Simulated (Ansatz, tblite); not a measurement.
Isomers of BeSi4⁻ (doublet), found by a short tight-binding search and relaxed with PBE-D4/def2-SVPD in Ansatz.

The xTB rows come from tblite. B3LYP takes the VWN-RPA correlation.

Run but left out: HF/STO-3G, HF/def2-TZVPD, MP2/def2-TZVPD (A: ⟨S²⟩ 1.22 to 1.37, where a pure state has 0.75).

Other spin states weren't relaxed.

A:

Cartesian coordinates in Å:
```
Be -1.356 0.111 -1.013
Si 1.249 1.255 0.065
Si -0.846 0.694 1.010
Si 0.300 -1.373 1.086
Si 0.653 -0.686 -1.148
```

B:

Cartesian coordinates in Å:
```
Be -1.3558 -0.6222 0.6127
Si 0.4478 0.3751 1.4857
Si 1.4759 0.7309 -0.6563
Si 0.3312 -1.3579 -0.4543
Si -0.8991 0.8741 -0.9877
```

C:

Cartesian coordinates in Å:
```
Be -0.677 0.916 0.114
Si 1.251 0.276 -0.752
Si -0.548 -1.226 0.635
Si 0.761 0.376 1.744
Si -0.787 -0.341 -1.741
```

Question: Estimate which lies lowest at each level, and how far above it the others are (kcal/mol).

Answer: 
| level | A | B | C |
| --- | --- | --- | --- |
| GFN1-xTB | 0.0 | 2.8 | 19.5 |
| LDA (SPW92)/def2-TZVPD | 5.4 | 2.3 | 0.0 |
| PBE-D4/def2-TZVPD | 3.6 | 1.9 | 0.0 |
| revPBE-D4/def2-TZVPD | 2.3 | 1.5 | 0.0 |
| r2SCAN-D4/def2-TZVPD | 4.3 | 2.3 | 0.0 |
| B3LYP-D4/def2-TZVPD | 4.7 | 3.8 | 0.0 |
| PBE0-D4/def2-TZVPD | 5.9 | 2.9 | 0.0 |
Point groups (tolerance 0.1 Å): A not assigned, B Cs, C C2. Lower isomers may exist.
